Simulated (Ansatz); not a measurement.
A relaxation, step by step

InH2BrCl2, singlet, PBE0-D4/def2-TZVP (Ansatz 0.2.0). Settings:

```yaml
hamiltonian: {xc: pbe0, dispersion: d4}
relax: {f_tol: 0.005, max_steps: 200}
```

Start, a step off a saddle point along its unstable mode:

In1  (-0.465, -0.042, -0.550)
H2  (0.917, 0.958, -0.631)
Cl3  (-0.349, -2.129, -1.560)
Cl4  (-2.486, 0.952, 0.014)
H5  (1.298, 0.481, 0.821)
Br6  (1.085, -0.221, 1.906)
(Å)

| step | energy less the last (meV) | largest force component (eV/Å) |
| --- | --- | --- |
| 1 | 727.2 | 4.245 |
| 2 | 243.3 | 0.545 |
| 3 | 170.1 | 0.538 |
| 4 | 112.4 | 0.432 |
| 5 | 62.4 | 0.426 |
| 6 | 20.4 | 0.151 |
| 7 | 12.3 | 0.110 |
| 8 | 2.8 | 0.116 |
| 9 | 0.2 | 0.030 |
| 10 (rejected trial) | 0.4 | 0.035 |
| 11 | 0.0 | 0.006 |
| 12 | 0.0 | 0.001 |

Step 6, positions (Å) and forces (eV/Å):

```tsv
atom	x	y	z	Fx	Fy	Fz
In1	-0.476	0.059	-0.763	-0.009	0.031	-0.073
H2	0.765	1.142	-1.196	0.001	-0.009	0.019
Cl3	-0.511	-2.152	-1.471	0.004	-0.012	0.045
Cl4	-2.541	0.774	0.024	0.010	-0.021	0.040
H5	1.862	0.553	1.447	-0.052	-0.098	0.120
Br6	0.902	-0.375	1.959	0.045	0.108	-0.151
```

Step 8, positions (Å) and forces (eV/Å):

| atom | x | y | z | Fx | Fy | Fz |
| --- | --- | --- | --- | --- | --- | --- |
| In1 | -0.471 | 0.092 | -0.819 | 0.047 | 0.036 | -0.006 |
| H2 | 0.745 | 1.183 | -1.304 | -0.060 | -0.039 | -0.004 |
| Cl3 | -0.501 | -2.156 | -1.407 | 0.010 | -0.014 | -0.016 |
| Cl4 | -2.514 | 0.745 | 0.075 | -0.014 | 0.019 | 0.001 |
| H5 | 1.906 | 0.517 | 1.576 | -0.100 | -0.098 | 0.056 |
| Br6 | 0.834 | -0.381 | 1.878 | 0.116 | 0.097 | -0.032 |

Step 9, positions (Å) and forces (eV/Å):

```json
{"atom": "In1", "x": "-0.478", "y": "0.096", "z": "-0.837", "Fx": "0.030", "Fy": "0.026", "Fz": "-0.010"}
{"atom": "H2", "x": "0.712", "y": "1.192", "z": "-1.365", "Fx": "-0.026", "Fy": "-0.020", "Fz": "0.005"}
{"atom": "Cl3", "x": "-0.496", "y": "-2.158", "z": "-1.405", "Fx": "0.006", "Fy": "-0.008", "Fz": "-0.002"}
{"atom": "Cl4", "x": "-2.512", "y": "0.748", "z": "0.079", "Fx": "-0.005", "Fy": "0.007", "Fz": "0.006"}
{"atom": "H5", "x": "1.938", "y": "0.498", "z": "1.657", "Fx": "0.006", "Fy": "0.007", "Fz": "-0.006"}
{"atom": "Br6", "x": "0.836", "y": "-0.376", "z": "1.872", "Fx": "-0.011", "Fy": "-0.012", "Fz": "0.007"}
```

Last step (12):

```tsv
atom	x (Å)	y (Å)	z (Å)
In1	-0.4758	0.0979	-0.8377
H2	0.7062	1.1931	-1.3763
Cl3	-0.4866	-2.1579	-1.4012
Cl4	-2.5064	0.7533	0.0862
H5	1.9328	0.4945	1.6568
Br6	0.8299	-0.3808	1.8723
```

Hardware: 8 CPU threads of an Arm Neoverse V1, shared host. Wall time 29 s; peak host memory 0.67 GiB.
